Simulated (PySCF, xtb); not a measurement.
W(O)(S)(NH2)(OSiH3) (H5NO2SSiW), SMILES [NH2][W](=[O])(=[S])[O][SiH3], multiplicity 1.

GFN2-xTB in xtb at its own geometry gives an orbital gap of 2.91 eV and a dipole moment of 5.90 D.

The structure is a stationary point at B3LYP-D3(BJ)/def2-SVP. The spin state was assumed, not searched. The structure was generated by enumeration; whether it is a known compound was not checked. The def2 effective core potentials stand for the cores of W; spin–orbit coupling is left out. Other conformers were not sampled.

Problem. What does PBE/def2-TZVP (PySCF) give? (The exact figures need the calculation; the answer reports its results.)

Solution. gap 3.28 eV (levels -6.18 and -2.90 eV), dipole 3.79 D.
